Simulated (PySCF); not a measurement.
## UHF on Co (cobalt, neutral)

Configuration: [Ar] 3d7 4s2, high-spin 4F determinant. Computed with PySCF 2.14 in aug-cc-pVQZ, with the non-relativistic Hamiltonian (point nucleus).

| Item | Value |
| --- | --- |
| Total energy | -1381.427173 hartree |
| One-electron energy | -1913.8807 hartree |
| Hartree (Coulomb) energy | 590.4711 hartree |
| Exchange energy | -58.0176 hartree |
| Kinetic energy | 1381.46317 hartree |
| ⟨S²⟩ | 3.7601 |
| ⟨L²⟩ | 12.031 |
| Sum of ⟨r⟩ | 21.91 bohr |
| Sum of ⟨r²⟩ | 39.45 bohr² |
| Density at the nucleus (Gaussians lack the cusp) | 13300 bohr⁻³ |
| Spin density at the nucleus | 0.302 bohr⁻³ |
| Langevin diamagnetic susceptibility | -31.2 ×10⁻⁶ cm³/mol |

```csv
shell,electrons,mean orbital energy (eV),spread (eV),"rms radius, mean of both spins (bohr)"
1s α,1,-7702.6,0,0.0659
1s β,1,-7702.6,0,0.0659
2s α,1,-950.20,0,0.279
2s β,1,-947.40,0,0.279
2p α,3,-820.96,0,0.250
2p β,3,-818.24,0,0.250
3s α,1,-126.95,0,0.840
3s β,1,-119.29,0,0.840
3p α,3,-86.445,0,0.894
3p β,3,-77.235,0,0.894
3d α,5,-19.557,1.469,1.16
3d β,2,-15.864,0,1.16
4s α,1,-7.643,0,3.41
4s β,1,-6.947,0,3.41
```

Spin-orbit constants ζ (cm⁻¹) from the X2C one-electron operator on these orbitals (non-relativistic here): bare nucleus, nucleus screened by l(l+1)(2l+1)/3 electrons, and screened by the Breit-Pauli mean field of the electrons.

```csv
shell,bare,screened nucleus,mean field
2p,80170,74230,n/a
3p,9761,9038,n/a
3d,953.8,600.5,n/a
```

To first order the Landé constant is A = -200.2 cm⁻¹, so the lowest level has J = 9/2 and lies 0.112 eV below the centre of the term. This holds in LS coupling only.
